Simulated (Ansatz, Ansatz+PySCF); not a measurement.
```yaml
atoms:
  - { symbol: N, position_ang: [0.0000, 0.0000, 0.0000] }
  - { symbol: O, position_ang: [0.0000, 0.0000, 1.3800] }
```

Basis set: def2-SVP (spherical functions). Correlated methods keep 2 orbitals frozen. Correlation on ROHF uses semicanonical orbitals with singles. Charge 0, multiplicity 2.

Computed with Ansatz (development build ahead of 0.2.0); each method stands on the lowest determinant of its kind that the runs found.

Give the atomization energy at this shape (free ground-state atoms in the same class of orbitals less the molecule, no zero-point energy) of doublet NO by ROHF-MP2, UHF-MP2, ROHF, UHF.

```
  method  atomization energy
ROHF-MP2             4.87 eV
 UHF-MP2             3.19 eV
    ROHF            -0.46 eV
     UHF             0.87 eV
```

Caution for ROHF-MP2, ROHF: an unrestricted determinant lies well below. Caution for ROHF-MP2, UHF-MP2: bonds are stretched, where a single reference can fail. Caution for ROHF-MP2: other determinants can give a lower correlated total. Caution for UHF-MP2, UHF: the unrestricted determinant is spin contaminated.
